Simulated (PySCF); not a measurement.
**Bi: ionisation energy**

Bi [Xe] 4f14 5d10 6s2 6p3 (4S) → Bi⁺ [Xe] 4f14 5d10 6s2 6p2 (3P), as a difference of total energies. All numbers are calculated (PySCF 2.14, scalar relativity through the core potential, in aug-cc-pVTZ-PP with ECP60MDF (6s5p4d2f, 55 functions)). Correlated levels: valence: 5s2 5p6 5d10 frozen. The calculations carry no spin-orbit coupling.

```tsv
method	ionisation energy (eV)
UHF	8.219
MP2 (valence)	8.571
SCS-MP2 (valence)	8.456
CCSD (valence)	8.580
CCSD(T) (valence)	8.603
```

How much does correlation contribute at CCSD(T) (valence)?

8.603 − (8.219) = 0.384 eV, measured against UHF.

Spin-orbit coupling is strong in these open shells (close to jj coupling). The scalar numbers leave it out and a first-order estimate fails, so it can dominate the gap to the real levels.

Errors of the correlated levels include the incompleteness of this basis and the frozen core.

For comparison: 7.286 eV (measured; NIST Atomic Spectra Database, ionization energies).
